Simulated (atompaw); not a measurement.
# What one change does to a pseudopotential (indium (In), PAW (atompaw))

In (Z = 49), PAW, made with atompaw 4.2.0.5 (PBE, scalar-relativistic). Core [Kr], reference 4d10 5s2 5p0 (charge +1). Waves: 5s (bound): rc 2.50 bohr; 5s channel at -0.3 Ry: rc 2.60 bohr; 5p (bound, empty): rc 2.60 bohr; 5p channel at 4.55 Ry: rc 2.60 bohr; 4d (bound): rc 2.60 bohr; 4d channel at 1.25 Ry: rc 1.05 bohr. Local part: bessel scheme, radius 1.80 bohr. Core correction: smooth core density matched at 2.05 bohr. Augmentation charge: sinc compensation charge, radius 2.45 bohr; PAW radius 2.60 bohr; waves and projectors: custom rrkj gramschmidtortho.

Change: wave 4d (bound): rc 2.60 bohr becomes 4d (bound): rc 2.14 bohr.

Cutoffs: the cutoffs (Ry, on a coarse ladder) from which the occupation-weighted sum of valence levels, in a spherical-Bessel basis at the reference potential, stays within 10 and 1 mRy of its value at 400 Ry; they do not see the model core or the augmentation charge, which bear on the density cutoff.

Problem. What does the change do?

Solution. The potential gets harder (15 Ry and 25 Ry → 25 Ry and 40 Ry); neither file shows a bound ghost.

```tsv
quantity	base	changed
cutoff, loose	15 Ry	25 Ry
cutoff, tight	25 Ry	40 Ry
loose cutoff by channel (10 mRy a level)	s 6 Ry, d 12 Ry	s 6 Ry, d 18 Ry
bound ghosts	none	none
s: phases at 2.61 bohr within 0.05 rad from the reference energy up to (Ry; the scan ends near 5)	2.7	2.7
p: phases at 2.61 bohr within 0.05 rad from the reference energy up to (Ry; the scan ends near 5)	to the end of the scan	to the end of the scan
d: phases at 2.61 bohr within 0.05 rad from the reference energy up to (Ry; the scan ends near 5)	to the end of the scan	to the end of the scan
lowest overlap eigenvalue by channel	s 0.10, p 0.81, d 0.72	s 0.10, p 0.81, d 0.39
```

 The cutoffs see the waves, projectors and local potential, not the compensation charge or the core.
